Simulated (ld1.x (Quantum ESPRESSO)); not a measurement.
**ruthenium (Ru): ultrasoft pseudisation with PBEsol, scalar-relativistic reference atom.**

ld1.x (Quantum ESPRESSO) 7.5 input, shortened:

```
&input
   title='Ru', zed=44., rel=1, dft='PBESOL', iswitch=3,
   config='[Kr] 4d7.5 5s0.5 5p0'
 /
 &inputp
   pseudotype=3, tm=.true., lloc=-1, rcloc=2.70,
   nlcc=.false.,
   which_augfun='PSQ', rmatch_augfun=1.85
 /
6
5S  1  0   0.50   0.00  2.65  3.00  0.0
5S  1  0   0.00   0.05  2.65  3.00  0.0
5P  2  1   0.00   0.00  3.35  3.70  0.0
5P  2  1   0.00   1.05  3.35  3.70  0.0
4D  3  2   7.50   0.00  1.85  2.05  0.0
4D  3  2   0.00   0.45  1.85  2.05  0.0
 &test
   configts(1)='4d7.5 5s0.5 5p0'
 /
```

Poles of the logarithmic derivatives, all-electron (AE) and pseudo (PS). s: poles at 0.2, 3.4 (AE) and 0.2, 2.7, 3.7 (PS) Ry. p: poles at 0.8, 4.2 (AE) and 0.8, 3.3 (PS) Ry. d: poles at -0.3, 2.0 (AE) and -0.3, 2.0 (PS) Ry. Test radius 3.99 bohr.

* Cutoffs needed: 25 Ry and 40 Ry (the cutoffs (Ry, on a coarse ladder) from which the occupation-weighted sum of valence levels, in a spherical-Bessel basis at the reference potential, stays within 10 and 1 mRy of its value at 400 Ry)
* Ghost test: no extra level below or beside the all-electron valence levels (s, p, d, f tested) (spherical-Bessel basis up to 400 Ry, 20 bohr box)
* Largest excitation error: +62 meV (all-electron minus pseudo) for 4d5 5s0 5p0, out of 7 test configurations
* Lowest eigenvalue of the overlap operator: 0.36 (s channel)
* Density cutoff estimated by the generator: 134 Ry
